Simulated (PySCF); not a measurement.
**Vertical excitation energies**

Compound: C6H4FOP.
Atom-mapped SMILES: `[O:1]=[CH:2][c:3]1[cH:4][p:5][cH:6][cH:7][c:8]1[F:9]` (hydrogens: H10 on C2; H11 on C4; H12 on C6; H13 on C7)

Structure used (PBE0-D3(BJ)/def2-SVP), in Å, numbered top down from 1:
```
atom  x, y, z in Å
O1    -2.9574   -0.0017   -0.4307
C2    -1.9486   -0.6592   -0.4047
C3    -0.6061   -0.0803   -0.1139
C4    -0.5095    1.2916    0.1314
P5     0.9325    2.1864    0.4718
C6     2.0966    0.8853    0.4040
C7     1.8198   -0.4485    0.1453
C8     0.5260   -0.9012   -0.0986
F9     0.3679   -2.2025   -0.3311
H10   -1.9660   -1.7550   -0.6037
H11   -1.4629    1.8323    0.0952
H12    3.1433    1.1542    0.5832
H13    2.6201   -1.1940    0.1242
```

Method used: PySCF, TDDFT CAM-B3LYP/def2-SVPD, vertical, gas phase, core orbitals frozen in the response.

```
state  E (eV)  E (hartree)       f  |μ| (D)  main configurations (H = HOMO, L = LUMO)
   S1    3.73       0.1371  0.0002     0.11    H-1→L (75%), H-3→L (10%), H-1→L+2 (9%)
   S2    4.25       0.1561   0.059     1.91                  H→L (82%), H-2→L+1 (10%)
   S3    5.05       0.1857  0.0007     0.20                  H-3→L (78%), H-1→L (14%)
   S4    5.09       0.1869   0.048     1.58                  H→L+1 (57%), H-2→L (35%)
   S5    5.29       0.1943   0.015     0.86              H-1→L+1 (60%), H-3→L+1 (38%)
   S6    5.73       0.2106   0.582     5.18                  H-2→L (57%), H→L+1 (36%)
   S7    6.00       0.2207   0.134     2.42                   H-2→L+1 (80%), H→L (9%)
   S8    6.06       0.2226  0.0028     0.35              H-3→L+1 (57%), H-1→L+1 (35%)
   S9    6.40       0.2353  0.0012     0.22                               H-4→L (88%)
  S10    6.89       0.2531  0.0000     0.03                             H-4→L+1 (91%)
```

Triplets (Tamm–Dancoff): T1 3.10 eV, H→L+1 (48%), H→L (34%), H-2→L (12%); T2 3.22 eV, H-1→L (69%), H-1→L+2 (12%), H-3→L (12%); T3 3.48 eV, H→L (60%), H→L+1 (30%); T4 3.97 eV, H-2→L (78%), H→L+1 (17%).

The lowest singlet comes at 332 nm (360 kJ/mol) in the ultraviolet; it is dark (f under 0.0005); its leading configuration is HOMO-1→LUMO (75%). The strongest level in the table is S6 at 5.73 eV (216 nm, f = 0.582). Löwdin shares by element: HOMO carbon 43% or more, phosphorus 29% (atoms not listed hold the other 27%); LUMO carbon 46% or more, oxygen 16% (atoms not listed hold the other 38%). Of the 10 states listed, 5 reach f = 0.01 and 2 stay under 0.0005. The listed states span 3.16 eV, and the widest gap between neighbours is 0.81 eV (S2 to S3). The oscillator strengths of these states sum to 0.843; summed over the whole spectrum of an exact calculation they would give the number of electrons, 72 (Thomas–Reiche–Kuhn). The vertical ionisation energy (ΔSCF) is 9.37 eV, 2.49 eV above S10. The window holds the lowest 10 singlets.

One conformer stands for the species.
